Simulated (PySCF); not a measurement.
A small calculation by hand: chemical shift, span and skew from a shielding tensor

Al(H)(F)(vinyl) (C₂H₄AlF), SMILES [AlH]([CH]=C)[F]. Atoms are numbered in the order given.

```xyz
8

Al    -0.4118    -0.5828     0.0000
H     -1.9889    -0.6163     0.0000
F      0.3952    -2.0486     0.0000
C      0.5800     1.0816     0.0000
C     -0.0964     2.2482     0.0000
H      1.6774     1.1393     0.0000
H      0.4010     3.2269     0.0000
H     -1.1940     2.2848     0.0000
```
Charge 0, spin multiplicity 1.

The structure is a stationary point at TPSSh-D3(BJ)/def2-SVP. One conformer was computed; it need not be the lowest.

GIAO shieldings from PySCF with B3LYP/pcSseg-1, non-relativistic, no solvent. The symmetric part of the tensor of F3 has the principal values 185.0, 348.7, 373.5 ppm. The same nucleus in CFCl3 has σ = 161.7 ppm at this level (PySCF, at its B3LYP-D3(BJ)/def2-TZVP geometry).

Question: Work out the isotropic shielding, the ¹⁹F shift against CFCl3, the span and the skew.

Answer: 
σ(iso) = (σ11 + σ22 + σ33)/3 = 302.4 ppm. δ = σ(ref) − σ(iso) = 161.7 − (302.4) = -140.7 ppm.
Span Ω = σ33 − σ11 = 188.5 ppm. Skew κ = 3(σ(iso) − σ22)/Ω = -0.74. Tumbling in solution averages the tensor to δ; in a static solid the shielding alone would spread this spin-1/2 line over Ω.
